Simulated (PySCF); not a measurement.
# Reading a saddle point

A first-order saddle point of SiNH$_{7}$Se, closed shell, PBE0-D4/def2-TZVP, with one imaginary mode of 867i cm⁻¹:

```
10
angstrom
Si -0.7793 -0.0725 -0.0343
H -0.3786 -1.0822 -1.3709
H -1.7248 -1.1832 0.3157
H -1.5872 0.9478 -0.7340
N 0.0427 0.0378 1.4331
H 0.2354 -0.4089 -1.4973
Se 1.2523 1.2218 -1.2304
H -0.2209 -0.5405 2.2145
H 0.8047 0.6711 1.6013
H 2.3556 0.4088 -0.6976
```

Program: PySCF 2.14 with density fitting (its default auxiliary sets; JK sets also for MP2 and CCSD(T)). Basis: def2-TZVPP and def2-QZVPP. Cores are frozen in the correlated methods. Filled d shells of the heavier atoms are correlated. The def2 sets are not built for correlating such inner shells, so the correlated values are less sure here. Extrapolation: Hartree–Fock as exp(−7.88 √X), correlation as X^−2.97.

Q: Which contacts change along the imaginary mode, and what lies on either side? (Judge from chemistry; the calculation decides.)

A: Computed: The step is SiNH₅ ([NH2][SiH3]) + H₂Se → SiNH₅Se ([NH2][SiH2][SeH]) + H₂, with the molecules in contact on both sides. Shortening one way: Si1–Se7, H2–H6; lengthening the same way: Si1–H2, H6–Se7.
| pair | one side (Å) | saddle (Å) | other side (Å) |
| --- | --- | --- | --- |
| Si1–Se7 | 4.01 | 2.69 | 2.29 |
| H2–H6 | 2.77 | 0.92 | 0.75 |
| Si1–H2 | 1.50 | 1.72 | 4.30 |
| H6–Se7 | 1.47 | 1.94 | 3.28 |

Q: Which side is lower, and how far does the saddle lie above each? (To be estimated.)

A: Computed: The side with Si1–Se7, H2–H6 short is lower by 47.3 kJ/mol; the saddle lies 209.6 kJ/mol above it and 162.3 kJ/mol above the other (CCSD(T) at an estimated basis limit (MP2 extrapolated from triple and quadruple zeta, plus CCSD(T) − MP2 in triple zeta); electronic energies).

T1 diagnostic: at most 0.011.

Labels in which every atom is bracketed show which atoms are joined, not bond orders.

For scale, one of the runs: CCSD(T)/def2-TZVPP, 219 basis functions, launched by `OMP_NUM_THREADS=4 python run.py`. Time: 14 min of wall clock on 4 CPU threads of an Arm Neoverse V2; the host was shared. Peak host memory: 3.9 GiB.
